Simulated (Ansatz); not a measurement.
Job for Ansatz (a quantum-chemistry and plane-wave program): R-B3LYP-D3(BJ)/def2-TZVP on C2H4O2 (a complex).

Ansatz 0.2 input:
```yaml
crystal:
  periodic: [false, false, false]
  atoms:
    - {symbol: C, position_ang: [0.02472528, 0.04089456, -0.08450386]}
    - {symbol: H, position_ang: [-1.00233637, -0.21002615, 0.14749829]}
    - {symbol: H, position_ang: [0.28239252, 0.98285252, 0.38237107]}
    - {symbol: H, position_ang: [0.67853836, -0.73900658, 0.28425168]}
    - {symbol: H, position_ang: [0.13949887, 0.12824124, -1.15697394]}
    - {symbol: O, position_ang: [0.12211857, 1.06329354, 3.38984275]}
    - {symbol: C, position_ang: [-0.04177413, -0.06746571, 3.34055603]}
    - {symbol: O, position_ang: [-0.20318708, -1.19868132, 3.29692365]}
basis:
  gaussian:
    orbitals: def2-TZVP
hamiltonian:
  xc: b3lyp
  dispersion: d3bj
relax: {f_tol: 0.004, max_steps: 120}
scf: {lower_state_search: off}
```

Output:

```
WARN ansatz: RAYON_NUM_THREADS=1 ignored (pool sized by the plan → 1); use --threads N
Functional definition: B3LYP
these checks for a lower state are left out or cut short: stability, starts, cluster_reference, orbital_swaps, neighbouring_geometries, increment
integrals: 0.05 GiB planned
838 factors; their error is unknown
mean field: 0.47 GiB planned
mean field evaluation 1: about -6227.4671 eV, gradient 7.3e1 eV
mean field evaluation 2: about -6220.2425 eV, gradient 9.5e1 eV
mean field evaluation 4: about -6236.9735 eV, gradient 3.5e0 eV
mean field evaluation 8: about -6237.0025 eV, gradient 1.6e-1 eV
mean field evaluation 16: about -6237.0107 eV, gradient 1.4e-4 eV
mean field -6237.01073220 eV, -229.2059168106 hartree, gradient 4.5e-6 eV, S^2 0.000000; 0 other end points of the search recorded, 0 dependent functions left out
the calculation of the forces begins
reference -6237.01097298 eV, -229.2059256592 hartree; 16, 16 occupied and 132, 132 virtual orbitals, 838 factors
relax step   1: F+E_penalty+E_count = -6237.15928884 eV  Δ(F+E_penalty+E_count) = +0.000e0 eV  max|allowed force component| = 1.857e0 eV/Å  Δτ_max = 0.0000 Å  (16 SCF iters, accepted)
these checks for a lower state are left out or cut short: stability, starts, cluster_reference, orbital_swaps, neighbouring_geometries, increment
integrals: 0.05 GiB planned
838 factors; their error is unknown
mean field: 0.47 GiB planned
mean field -6237.04189214 eV, -229.2070619174 hartree, gradient 1.2e-6 eV, S^2 0.000000; 0 other end points of the search recorded, 0 dependent functions left out
the calculation of the forces begins
reference -6237.04213288 eV, -229.2070707644 hartree; 16, 16 occupied and 132, 132 virtual orbitals, 838 factors
relax step   2: F+E_penalty+E_count = -6237.19180056 eV  Δ(F+E_penalty+E_count) = -3.251e-2 eV  max|allowed force component| = 9.028e-2 eV/Å  Δτ_max = 0.0242 Å  (22 SCF iters, accepted)
these checks for a lower state are left out or cut short: stability, starts, cluster_reference, orbital_swaps, neighbouring_geometries, increment
integrals: 0.05 GiB planned
838 factors; their error is unknown
mean field: 0.47 GiB planned
mean field evaluation 32: about -6237.0432 eV, gradient 1.4e-6 eV
mean field -6237.04318013 eV, -229.2071092499 hartree, gradient 1.4e-6 eV, S^2 0.000000; 0 other end points of the search recorded, 0 dependent functions left out
the calculation of the forces begins
reference -6237.04342138 eV, -229.2071181157 hartree; 16, 16 occupied and 132, 132 virtual orbitals, 838 factors
relax step   3: F+E_penalty+E_count = -6237.19215422 eV  Δ(F+E_penalty+E_count) = -3.537e-4 eV  max|allowed force component| = 1.165e-2 eV/Å  Δτ_max = 0.0159 Å  (22 SCF iters, accepted)
these checks for a lower state are left out or cut short: stability, starts, cluster_reference, orbital_swaps, neighbouring_geometries, increment
integrals: 0.05 GiB planned
838 factors; their error is unknown
mean field: 0.47 GiB planned
mean field -6237.04290748 eV, -229.2070992302 hartree, gradient 1.4e-6 eV, S^2 0.000000; 0 other end points of the search recorded, 0 dependent functions left out
the calculation of the forces begins
reference -6237.04314860 eV, -229.2071080912 hartree; 16, 16 occupied and 132, 132 virtual orbitals, 838 factors
relax step   4: F+E_penalty+E_count = -6237.19218037 eV  Δ(F+E_penalty+E_count) = -2.615e-5 eV  max|allowed force component| = 9.405e-3 eV/Å  Δτ_max = 0.0078 Å  (22 SCF iters, accepted)
these checks for a lower state are left out or cut short: stability, starts, cluster_reference, orbital_swaps, neighbouring_geometries, increment
integrals: 0.05 GiB planned
838 factors; their error is unknown
mean field: 0.47 GiB planned
mean field -6237.04292460 eV, -229.2070998597 hartree, gradient 1.4e-6 eV, S^2 0.000000; 0 other end points of the search recorded, 0 dependent functions left out
the calculation of the forces begins
reference -6237.04316567 eV, -229.2071087188 hartree; 16, 16 occupied and 132, 132 virtual orbitals, 838 factors
relax step   5: F+E_penalty+E_count = -6237.19220252 eV  Δ(F+E_penalty+E_count) = -2.215e-5 eV  max|allowed force component| = 8.384e-3 eV/Å  Δτ_max = 0.0105 Å  (21 SCF iters, accepted)
these checks for a lower state are left out or cut short: stability, starts, cluster_reference, orbital_swaps, neighbouring_geometries, increment
integrals: 0.05 GiB planned
838 factors; their error is unknown
mean field: 0.47 GiB planned
mean field -6237.04295653 eV, -229.2071
[...]
7.19222275 eV  Δ(F+E_penalty+E_count) = -4.853e-6 eV  max|allowed force component| = 4.754e-3 eV/Å  Δτ_max = 0.0126 Å  (21 SCF iters, accepted)
these checks for a lower state are left out or cut short: stability, starts, cluster_reference, orbital_swaps, neighbouring_geometries, increment
integrals: 0.05 GiB planned
838 factors; their error is unknown
mean field: 0.47 GiB planned
mean field -6237.04299934 eV, -229.2071026062 hartree, gradient 1.3e-6 eV, S^2 0.000000; 0 other end points of the search recorded, 0 dependent functions left out
the calculation of the forces begins
reference -6237.04324071 eV, -229.2071114763 hartree; 16, 16 occupied and 132, 132 virtual orbitals, 838 factors
relax step  10: F+E_penalty+E_count = -6237.19222508 eV  Δ(F+E_penalty+E_count) = -2.328e-6 eV  max|allowed force component| = 1.978e-2 eV/Å  Δτ_max = 0.0171 Å  (21 SCF iters, accepted)
these checks for a lower state are left out or cut short: stability, starts, cluster_reference, orbital_swaps, neighbouring_geometries, increment
integrals: 0.05 GiB planned
838 factors; their error is unknown
mean field: 0.47 GiB planned
mean field -6237.04296073 eV, -229.2071011872 hartree, gradient 1.5e-6 eV, S^2 0.000000; 0 other end points of the search recorded, 0 dependent functions left out
the calculation of the forces begins
reference -6237.04320204 eV, -229.2071100552 hartree; 16, 16 occupied and 132, 132 virtual orbitals, 838 factors
relax step  11: F+E_penalty+E_count = -6237.19222250 eV  Δ(F+E_penalty+E_count) = +2.583e-6 eV  max|allowed force component| = 1.958e-2 eV/Å  Δτ_max = 0.0060 Å  (22 SCF iters, rejected (line search))
these checks for a lower state are left out or cut short: stability, starts, cluster_reference, orbital_swaps, neighbouring_geometries, increment
integrals: 0.05 GiB planned
838 factors; their error is unknown
mean field: 0.47 GiB planned
mean field evaluation 96: about -6237.0430 eV, gradient 1.5e-6 eV
mean field -6237.04297565 eV, -229.2071017357 hartree, gradient 1.5e-6 eV, S^2 0.000000; 0 other end points of the search recorded, 0 dependent functions left out
the calculation of the forces begins
reference -6237.04321697 eV, -229.2071106040 hartree; 16, 16 occupied and 132, 132 virtual orbitals, 838 factors
relax step  12: F+E_penalty+E_count = -6237.19223299 eV  Δ(F+E_penalty+E_count) = -7.913e-6 eV  max|allowed force component| = 3.749e-3 eV/Å  Δτ_max = 0.0029 Å  (23 SCF iters, accepted)
these checks for a lower state are left out or cut short: stability, starts, cluster_reference, orbital_swaps, neighbouring_geometries, increment
integrals: 0.05 GiB planned
838 factors; their error is unknown
mean field: 0.47 GiB planned
mean field -6237.04294653 eV, -229.2071006655 hartree, gradient 1.5e-6 eV, S^2 0.000000; 0 other end points of the search recorded, 0 dependent functions left out
the calculation of the forces begins
reference -6237.04318783 eV, -229.2071095331 hartree; 16, 16 occupied and 132, 132 virtual orbitals, 838 factors
relax step  13: F+E_penalty+E_count = -6237.19223876 eV  Δ(F+E_penalty+E_count) = -5.765e-6 eV  max|allowed force component| = 4.152e-3 eV/Å  Δτ_max = 0.0097 Å  (21 SCF iters, accepted)
these checks for a lower state are left out or cut short: stability, starts, cluster_reference, orbital_swaps, neighbouring_geometries, increment
integrals: 0.05 GiB planned
838 factors; their error is unknown
mean field: 0.47 GiB planned
mean field -6237.04290857 eV, -229.2070992704 hartree, gradient 1.1e-6 eV, S^2 0.000000; 0 other end points of the search recorded, 0 dependent functions left out
the calculation of the forces begins
reference -6237.04314989 eV, -229.2071081388 hartree; 16, 16 occupied and 132, 132 virtual orbitals, 838 factors
relax step  14: F+E_penalty+E_count = -6237.19223583 eV  Δ(F+E_penalty+E_count) = +2.925e-6 eV  max|allowed force component| = 3.247e-2 eV/Å  Δτ_max = 0.0250 Å  (20 SCF iters, rejected (line search))
these checks for a lower state are left out or cut short: stability, starts, cluster_reference, orbital_swaps, neighbouring_geometries, increment
integrals: 0.05 GiB planned
838 factors; their error is unknown
mean field: 0.47 GiB planned
mean field -6237.04294527 eV, -229.2071006192 hartree, gradient 1.6e-6 eV, S^2 0.000000; 0 other end points of the search recorded, 0 dependent functions left out
the calculation of the forces begins
reference -6237.04318660 eV, -229.2071094878 hartree; 16, 16 occupied and 132, 132 virtual orbitals, 838 factors
relax step  15: F+E_penalty+E_count = -6237.19224373 eV  Δ(F+E_penalty+E_count) = -4.974e-6 eV  max|allowed force component| = 6.338e-3 eV/Å  Δτ_max = 0.0123 Å  (21 SCF iters, accepted)
these checks for a lower state are left out or cut short: stability, starts, cluster_reference, orbital_swaps, neighbouring_geometries, increment
integrals: 0.05 GiB planned
838 factors; their error is unknown
mean field: 0.47 GiB planned
mean field -6237.04293421 eV, -229.2071002127 hartree, gradient 1.5e-6 eV, S^2 0.000000; 0 other end points of the search recorded, 0 dependent functions left out
the calculation of the forces begins
reference -6237.04317555 eV, -229.2071090819 hartree; 16, 16 occupied and 132, 132 virtual orbitals, 838 factors
relax step  16: F+E_penalty+E_count = -6237.19224510 eV  Δ(F+E_penalty+E_count) = -1.370e-6 eV  max|allowed force component| = 1.252e-2 eV/Å  Δτ_max = 0.0106 Å  (21 SCF iters, accepted)
these checks for a lower state are left out or cut short: stability, starts, cluster_reference, orbital_swaps, neighbouring_geometries, increment
integrals: 0.05 GiB planned
838 factors; their error is unknown
mean field: 0.47 GiB planned
mean field evaluation 128: about -6237.0429 eV, gradient 8.9e-5 eV
mean field -6237.04294402 eV, -229.2071005733 hartree, gradient 1.5e-6 eV, S^2 0.000000; 0 other end points of the search recorded, 0 dependent functions left out
the calculation of the forces begins
reference -6237.04318538 eV, -229.2071094429 hartree; 16, 16 occupied and 132, 132 virtual orbitals, 838 factors
relax step  17: F+E_penalty+E_count = -6237.19224651 eV  Δ(F+E_penalty+E_count) = -1.411e-6 eV  max|allowed force component| = 7.833e-3 eV/Å  Δτ_max = 0.0004 Å  (23 SCF iters, accepted)
these checks for a lower state are left out or cut short: stability, starts, cluster_reference, orbital_swaps, neighbouring_geometries, increment
integrals: 0.05 GiB planned
838 factors; their error is unknown
mean field: 0.46 GiB planned
mean field -6237.04294925 eV, -229.2071007653 hartree, gradient 1.5e-6 eV, S^2 0.000000; 0 other end points of the search recorded, 0 dependent functions left out
the calculation of the forces begins
reference -6237.04319060 eV, -229.2071096350 hartree; 16, 16 occupied and 132, 132 virtual orbitals, 838 factors
relax step  18: F+E_penalty+E_count = -6237.19224781 eV  Δ(F+E_penalty+E_count) = -1.301e-6 eV  max|allowed force component| = 9.190e-5 eV/Å  Δτ_max = 0.0008 Å  (23 SCF iters, accepted)
Total energy: -6237.19248917 eV, -229.2125962561 hartree
Atom 0 at     0.031903     0.029458    -0.077355 Å, force     0.000008    -0.000034    -0.000054 eV/Å
Atom 1 at    -0.977341    -0.286547     0.183763 Å, force     0.000048    -0.000081     0.000015 eV/Å
Atom 2 at     0.263469     0.969729     0.421421 Å, force    -0.000040     0.000004     0.000052 eV/Å
Atom 3 at     0.741631    -0.736606     0.232399 Å, force     0.000016     0.000016    -0.000041 eV/Å
Atom 4 at     0.098645     0.168420    -1.155327 Å, force    -0.000016     0.000053     0.000033 eV/Å
Atom 5 at     0.177080     1.086152     3.404324 Å, force     0.000037     0.000006    -0.000029 eV/Å
Atom 6 at    -0.052770    -0.048108     3.330540 Å, force     0.000038    -0.000023     0.000043 eV/Å
Atom 7 at    -0.282640    -1.182397     3.260200 Å, force    -0.000092     0.000060    -0.000020 eV/Å
Dipole moment:     0.000451    -0.000354    -0.017117 e Å
Checks for a lower state left out: stability, starts, cluster_reference, orbital_swaps, neighbouring_geometries, increment
```

Self-consistency was reached.

Cost: around 30 core-seconds (rough).
